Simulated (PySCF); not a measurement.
# SnO at CAM-B3LYP

Level: CAM-B3LYP. Sn def2-TZVPP with ECP28, O def2-TZVPP; scalar-relativistic core potentials (PySCF 2.14).

| Property | Result |
| --- | --- |
| state | ¹Σ⁺ (singlet), closed shell |
| bond length | 1.813 Å |
| harmonic wavenumber | 890 cm⁻¹ |
| force constant | 6.58 mdyn/Å |
| rotational constant Be | 0.3634 cm⁻¹ |
| anharmonicity ωexe | 3.04 cm⁻¹ |
| vibration–rotation constant αe | 0.00184 cm⁻¹ |
| well depth De to Sn + O | 5.49 eV |
| dissociation energy D0 | 5.44 eV |
| HOMO–LUMO gap | 7.65 eV |
| bond order (Mayer) | 2.06 |
| dipole moment (positive dipole means Sn(−)O(+)) | -4.42 D |

Spin–orbit coupling is left out, which matters for elements this heavy, above all for dissociation energies.
